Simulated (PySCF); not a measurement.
B(OH)2(PH2) (BH₄O₂P), SMILES OB(P)O. Geometry: B3LYP-D3(BJ)/def2-SVP. Other conformers were not sampled.

Level of theory: B3LYP-D3(BJ)/def2-SVP (PySCF).

Harmonic wavenumbers (cm⁻¹): 141, 258, 377, 413, 414, 578, 610, 742, 758, 932, 1006, 1099, 1283, 1428, 2394, 2408, 3817, 3819. Rotational constants (GHz): 9.466, 4.072, 2.902; symmetry number 1.

### Question
Work out the zero-point energy and the ideal-gas rigid-rotor harmonic-oscillator thermochemistry at 298.15 K and 1 atm.

### Answer
ZPE = ½ Σ hcν = ½ × 22475 cm⁻¹ = 32.13 kcal/mol. H − E(el) = 36.20 kcal/mol. Entropy in cal/(mol K): translation 38.97, rotation 25.47, vibration 9.10, total 73.53. G − E(el) = 14.27 kcal/mol. Cp = 20.95 cal/(mol K). Modes under 150 cm⁻¹ make the vibrational entropy uncertain.
